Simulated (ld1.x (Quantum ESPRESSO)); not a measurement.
Values are calculated unless marked as measured or tabulated.
# Potentials for Ge (Z = 32) compared

Generated with ld1.x 7.5 (TM, RRKJ, ultrasoft, PAW), atompaw 4.2 or ONCVPSP 4.0.1. The cutoff is in Ry: for ld1.x and atompaw files where the sum of valence levels is converged to 10 mRy in a Bessel basis, for ONCV files where the hardest occupied wave has 1 mHa per electron of residual kinetic energy. The error is the largest all-electron minus pseudo excitation energy over each file’s own four to seven test configurations (ionisations up to +4, promotions, holes and added fractions of an electron), all of which were solved. The labels leave out finer settings (local radius, basis sizes, second energies), which also bear on the numbers. Spin-polarised tests are not counted. The rows are a selection from randomly drawn settings: files with unsolved tests, undetermined cutoffs or missed reference levels are left out.

A true bound ghost makes a file unfit for plane-wave use even where its test errors are small: the radial tests pick states by their node count and pass the ghost by.

| potential | cutoff (Ry) | largest error (meV) | bound ghosts |
| --- | --- | --- | --- |
| RRKJ, BP86, scalar-relativistic, rc 1.65/2.20/1.30 (spd), local p, core correction no, reference 3d10 4s1.5 4p2.5 | 140 | +19 | s |
| TM, revPBE, scalar-relativistic, rc 1.30/2.10 (sp), local s, core correction yes, reference 4s1.5 4p2.5 | 40 | -39 | p |

(1) Fill in the row for Ge: RRKJ, PBE, scalar-relativistic, rc 1.60/1.70/0.90 (spd), local s, core correction no, reference 3d10 4s2 4p2.

(2) Fill in the row for Ge: TM, LDA (PZ), scalar-relativistic, rc 1.90/1.80 (sp), local p, core correction no, reference 4s2 4p2.

(3) Fill in the row for Ge: RRKJ, PBE, fully relativistic, rc 1.65/2.45/2.60 (spd), local s, core correction no, reference 4s2 4p2.

Results:

(1) cutoff 230 Ry, largest error -813 meV, bound ghosts: none.

(2) cutoff 25 Ry, largest error +236 meV, bound ghosts: none.

(3) cutoff 25 Ry, largest error +102 meV, bound ghosts: none.
